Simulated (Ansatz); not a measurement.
## Relaxing a trial structure of C2H6Cl2Si

The starting geometry of this gas-phase singlet was optimised with GFN2-xTB; its bonds are those of `C[Si](C)(Cl)Cl`.

| atom | x (Å) | y (Å) | z (Å) |
| --- | --- | --- | --- |
| C | 0.9113 | 0.2106 | 2.0758 |
| C | -0.4412 | -2.2085 | 0.5668 |
| Cl | -1.9292 | -0.8859 | 3.0801 |
| Cl | -1.6535 | 0.7410 | 0.2290 |
| Si | -0.7197 | -0.5630 | 1.4782 |
| H | 1.5731 | 0.4257 | 1.2422 |
| H | 1.4377 | -0.4558 | 2.7526 |
| H | 0.7372 | 1.1440 | 2.6046 |
| H | -1.3804 | -2.6350 | 0.2243 |
| H | 0.1939 | -2.0738 | -0.3038 |
| H | 0.0346 | -2.9403 | 1.2128 |

Q: Predict what it relaxes into with r2SCAN-D4/def2-SVP.

A: It keeps its bonds, and is `C[Si](C)(Cl)Cl`.

The energy falls by 0.10 eV over 5 steps:

```
step  E − E(last) (eV)
   1             0.102
   2             0.010
   3             0.001
   4             0.000
   5             0.000
```

Final geometry (Å):

```yaml
atoms:
  - { symbol: C, position_ang: [0.9010, 0.1992, 2.0697] }
  - { symbol: C, position_ang: [-0.4378, -2.1935, 0.5739] }
  - { symbol: Cl, position_ang: [-1.9138, -0.9119, 3.1059] }
  - { symbol: Cl, position_ang: [-1.6338, 0.7491, 0.1979] }
  - { symbol: Si, position_ang: [-0.6731, -0.5840, 1.4708] }
  - { symbol: H, position_ang: [1.5714, 0.4139, 1.2221] }
  - { symbol: H, position_ang: [1.4241, -0.4729, 2.7688] }
  - { symbol: H, position_ang: [0.6914, 1.1450, 2.5921] }
  - { symbol: H, position_ang: [-1.4058, -2.6020, 0.2462] }
  - { symbol: H, position_ang: [0.1955, -2.0496, -0.3161] }
  - { symbol: H, position_ang: [0.0449, -2.9342, 1.2316] }
```

The end wasn't checked by frequencies. Run with Ansatz 0.2.0, 8.1 s on 2 threads of Intel(R) Xeon(R) 6975P-C (Granite Rapids) (shared host).
